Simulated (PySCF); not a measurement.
CH2BF3O, SMILES B(O)C(F)(F)F. Geometry optimised at PBE0-D3(BJ)/def2-SVP. This is a generated structure with no PubChem entry under its InChIKey; it may be hypothetical. Other conformers were not sampled.

Computed equilibrium geometry at PBE0-D3(BJ)/def2-SVP (PySCF confirms it by a frequency run) as bond lengths and angles, and its point group (one conformer of several):
point group Cs.
Atoms: B1 C2 F3 F4 F5 H6 O7 H8. Bonded distances (Å): B1–C2 1.611, B1–H6 1.203, B1–O7 1.333, C2–F3 1.338, C2–F4 1.338, C2–F5 1.354, O7–H8 0.968. Angles (°): C2–B1–H6 121.1, C2–B1–O7 118.5, H6–B1–O7 120.4, B1–C2–F3 112.1, B1–C2–F4 112.1, B1–C2–F5 110.8, F3–C2–F4 107.8, F3–C2–F5 106.9, F4–C2–F5 106.9, B1–O7–H8 112.4.
Charge 0, spin multiplicity 1.
